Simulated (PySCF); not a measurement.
A PySCF script (with the pyscf-properties extension) for the NMR shieldings of SMILES C[O+]([SiH3])[BH2-]C(C)(C)C, C$_{5}$H$_{17}$BOSi, on a GFN2-xTB geometry:

```python
import basis_set_exchange as bse
import numpy as np
from pyscf import gto, dft
from pyscf.prop import nmr

atoms = """
C    -1.845604   -1.495715    0.661984
O    -1.516988   -0.366249   -0.116392
Si   -2.579392    0.905463   -0.202912
B    -0.102838   -0.512235   -0.990393
C     1.118227    0.134771   -0.112345
C     2.413313   -0.041295   -0.916347
C     1.324187   -0.535954    1.252370
C     0.917625    1.633812    0.135435
H    -0.928061   -1.990508    0.968376
H    -2.445893   -2.194048    0.073364
H    -2.412537   -1.198147    1.546226
H    -3.864597    0.358471   -0.655243
H    -2.715178    1.401150    1.171124
H    -1.987700    1.843560   -1.128809
H    -0.332383    0.094355   -1.983899
H    -0.005246   -1.682959   -1.167989
H     2.317394    0.423968   -1.894082
H     3.259183    0.411098   -0.397352
H     2.626000   -1.096991   -1.067007
H     0.473549   -0.358828    1.909864
H     2.211211   -0.135309    1.746475
H     1.463254   -1.609842    1.138048
H     0.011782    1.815016    0.716334
H     0.829712    2.167184   -0.808271
H     1.760046    2.053375    0.687959
"""
names = dict.fromkeys(["C", "O", "Si", "B", "H"], "pcSseg-1")
basis = {el: gto.basis.parse(bse.get_basis(n, elements=[el], fmt="nwchem")) for el, n in names.items()}
mol = gto.M(atom=atoms, basis=basis, charge=0, verbose=0)
mf = dft.RKS(mol, xc="PBE0")
mf.grids.level = 2
mf.grids.alignment = dft.numint.BLKSIZE   # the property module wants whole blocks of grid points
mf.conv_tol = 1e-9
mf.kernel()

calc = nmr.RKS(mf)   # GIAO
C = mf.mo_coeff
Co = C[:, mf.mo_occ > 0]
resp = mf.gen_response(singlet=True, hermi=2)
def vind(x):   # induced exchange potential for any number of trial vectors
    d = np.einsum("pi,xij,qj->xpq", C, 2 * x.reshape(-1, C.shape[1], Co.shape[1]), Co, optimize=True)
    return np.einsum("xpq,pi,qj->xij", resp(d - d.transpose(0, 2, 1)), C, Co, optimize=True).ravel()
mo1, _ = nmr.rhf.solve_mo1(calc, with_cphf=vind)
sigma = calc.kernel(mo1)
for i, s in enumerate(sigma):   # ppm
    print("%2d %-2s %9.2f" % (i, mol.atom_pure_symbol(i), np.trace(s) / 3))
```

Question: What are the results?

Answer: 
```
 0 C     124.79
 1 O     355.59
 2 Si    364.52
 3 B      87.97
 4 C     162.19
 5 C     158.69
 6 C     154.28
 7 C     152.92
 8 H      27.47
 9 H      27.89
10 H      28.30
11 H      26.84
12 H      26.77
13 H      26.55
14 H      28.54
15 H      28.60
16 H      30.90
17 H      31.19
18 H      30.86
19 H      30.73
20 H      30.87
21 H      30.59
22 H      30.83
23 H      30.57
24 H      30.86
```

These numbers come from an equivalent density-fitted implementation of the same equations, which agrees with the script to about 0.01 ppm for H and up to a few tenths of a ppm for heavy atoms, so last digits may differ.

Size and cost of the density-fitted run: 228 basis functions, 110 s wall time on 1 thread of an Arm Neoverse N1, shared host; peak memory 1.1 GiB.
